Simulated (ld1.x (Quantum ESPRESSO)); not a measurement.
Configuration tests for hafnium (Hf) (PAW)

hafnium, PAW, made with ld1.x (Quantum ESPRESSO) 7.5 (BP86, scalar-relativistic). Core [Kr] 4d10 4f14, reference 5s2 5p6 5d2 6s1 6p1. Waves: 5s (bound): rcut 1.70, rcutus 1.85 bohr; 6s (bound): rcut 1.70, rcutus 1.85 bohr; 5p (bound): rcut 2.25, rcutus 2.60 bohr; 6p (bound): rcut 2.25, rcutus 2.60 bohr; 5d (bound): rcut 2.40, rcutus 3.20 bohr; 5d channel at 0.05 Ry: rcut 2.40, rcutus 3.20 bohr. Local part: all-electron potential smoothed inside 2.95 bohr (lloc = -1). Core correction: a·sin(br)/r model core inside 0.90 bohr. Augmentation charge: PSQ, inside the norm-conserving radii.

Energies are relative to the spin-unpolarised reference configuration 5s2 5p6 5d2 6s1 6p1; without spin polarisation the order of configurations can differ from experiment. Not all tests gave a result: 1 of 7 tests not solved or not reliable. Left out of the table: 5s2 5p6 5d0 6s0 6p0 (solver errors, printed error -608 eV). The frozen-core shift is the all-electron ΔE with the core orbitals held at their reference shape minus the fully relaxed ΔE.

Problem. Give the all-electron excitation energy and the error of the potential for: 5s2 5p6 5d2 6s2 6p0; 5s2 5p6 5d2 6s1 6p0; 5s2 5p6 5d2 6s0 6p0; 5s2 5p6 5d2 6s0 6p1; 5s2 5p6 5d3 6s0 6p0; 5s2 5p6 5d2 6s0 6p2.

Solution.

```csv
valence configuration,charge,ΔE all-electron (eV),error AE − PS (meV),frozen-core shift (meV)
5s2 5p6 5d2 6s2 6p0,0,-3.868,+5.0,-0.6
5s2 5p6 5d2 6s1 6p0,+1,4.284,+0.1,+1.9
5s2 5p6 5d2 6s0 6p0,+2,18.642,-8.9,+9.1
5s2 5p6 5d2 6s0 6p1,+1,9.010,+0.3,+3.4
5s2 5p6 5d3 6s0 6p0,+1,6.328,-14,+13
5s2 5p6 5d2 6s0 6p2,0,4.083,+9.1,+1.4
```

Levels in the configuration 5s2 5p6 5d2 6s0 6p1:

| level | all-electron (eV) | pseudo (eV) |
| --- | --- | --- |
| 5s | -75.553 | -75.529 |
| 5p | -44.087 | -44.065 |
| 5d | -10.523 | -10.517 |
| 6p | -7.237 | -7.246 |

A variational frozen-core shift is positive and of second order in the change. This column holds negative values, so the frozen-core run of ld1.x carries numerical noise or an error of first order here, and the column gives no more than the rough size of the effect.
